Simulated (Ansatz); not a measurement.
Reaction (ligand exchange at the Si–C bond): `OC(F)(F)[SiH2]Cl` + `C[SiH](S)Cl` → `C[SiH](Cl)S[SiH2]Cl` + `OC(F)F`

Program: Ansatz. Geometries: PBE0-D4/def2-TZVP. ΔE: electronic, gas phase. CCSD(T)/CBS is the MP2 limit (def2-TZVPP, def2-QZVPP) plus CCSD(T) − MP2 in def2-TZVPP, frozen cores. One conformer a species, not always the lowest.

| level | ΔE (kJ/mol) |
| --- | --- |
| MP2/def2-TZVPP | -113.2 |
| MP2/CBS(def2) | -114.7 |

(1) What does CCSD(T)/CBS give? (An estimate is asked.)

Largest T1 diagnostic among the species: 0.012.

Answers

(1) Computed: -104.7 kJ/mol. The listed levels differ from it by -8.5, -10.0 kJ/mol.

The D4 term adds −9.6 kJ/mol with B3LYP and −5.4 kJ/mol with PBE0; it sums over pairs of atoms, weighted by their polarisabilities, and B3LYP, whose exchange is more repulsive, gets the larger term. From PBE to PBE0 (25 % exact exchange), in def2-TZVPP and without D4, ΔE moves by −7.1 kJ/mol.

B3LYP here is the variant with VWN-RPA as its local correlation; programs differ in this.
